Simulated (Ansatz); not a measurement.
Calculated with Ansatz (gas phase, PBE0-D4/def2-TZVP geometries, no zero-point term in ΔE). CCSD(T)/CBS adds triple-zeta CCSD(T) − MP2 to the extrapolated MP2 energy (def2 sets, frozen cores). This one scheme is used for every species. DFT in def2-TZVPP. For As outer-core shells are correlated without core-valence functions, which leaves a few kJ/mol of doubt a bond. Scalar relativity is left out up to krypton. One conformer a species, not always the lowest.

`CN[SiH2][AsH2]` + CH₃OH → `OC[SiH2][AsH2]` + CH₃NH₂  (formal exchange of groups at the Si–N bond)

**Question.** Is it downhill or uphill in electronic energy at CCSD(T)/CBS, and by how much? (An estimate is asked.)

**Answer.** Ansatz gave: Uphill: ΔE = +61.4 kJ/mol.

**Question.** What do these levels give: LDA (SPW92), revPBE-D4, PBE-QIDH, revPBE, CAM-B3LYP, RPA@PBE/def2-TZVPP? (An estimate is asked.)

**Answer.** Ansatz gave: LDA (SPW92) 56.2, revPBE-D4 55.2, PBE-QIDH 61.9, revPBE 53.1, CAM-B3LYP 63.5, RPA@PBE/def2-TZVPP 59.8 kJ/mol.

Largest T1 diagnostic among the species: 0.011.

Leaving LDA and LC-ωPBE aside and taking each functional with its dispersion term where it has one, the values, not all of them listed here, spread over 12.0 kJ/mol, from PBE-D4 to BHLYP-D4. From PBE to PBE0 (25 % exact exchange), in def2-TZVPP and without D4, ΔE moves by +3.4 kJ/mol.
